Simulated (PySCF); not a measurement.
# How the method changes the shape and vibrations of AlBH4N

All numbers below are calculated, not measured. The program is PySCF 2.14.0, an open-source quantum chemistry code, run on an isolated molecule that a program drew, which may never have been made. The molecule is AlBH4N (charge 0, doublet), drawn as the SMILES string `[BH][AlH][NH2]`.

The geometry was optimised and harmonic frequencies were computed with HF and MP2, all in the cc-pV(D+d)Z basis, for the commonest isotopes, with a restricted reference for singlets and an unrestricted one otherwise, and a frozen core in MP2. Each result is a local minimum of its method.

Geometry at the HF minimum:
```xyz
7
AlBH4N, angstrom
B     1.9565   -2.5494    2.8287
Al    0.2090   -1.6466    2.1864
N    -0.3273   -0.1062    2.8691
H     2.9565   -3.0900    3.1805
H    -0.6778   -2.3256    1.0681
H    -1.1653    0.3704    2.5919
H     0.1382    0.4272    3.5789
```

Lengths of the bonds as drawn, in Å (atoms numbered as above):
```
bond,HF,MP2
B1-Al2,2.069,2.069
Al2-N3,1.768,1.779
B1-H4,1.190,1.197
Al2-H5,1.580,1.580
N3-H6,1.003,1.017
N3-H7,1.003,1.017
```

Rotational constants, in GHz:
```
constant,HF,MP2
A,26.93,26.72
B,5.883,5.847
C,4.828,4.797
```

Harmonic frequencies in cm^-1, each column in rising order, so a row needn't be the same motion in every method:
```
rank    HF   MP2
   1   131   177
   2   191   185
   3   331   328
   4   427   339
   5   515   501
   6   557   517
   7   630   617
   8   725   703
   9   781   741
  10   857   836
  11  1677     ?
  12  1985  1968
  13  2811  2760
  14  3778  3609
  15  3860  3708
```

**Estimate the missing MP2 frequency from the HF column.**

A single factor s that minimises the squared misfit of MP2 against s times HF over the other rows is sum(HF x MP2) / sum(HF^2) = 0.9652, with an rms misfit of 33 cm^-1. For rank 11 it gives 0.9652 x 1677 = 1619 cm^-1. The calculation gives 1550 cm^-1, 69 cm^-1 below the estimate. The drawn bonds are on average 0.7 % longer in MP2 than in HF.
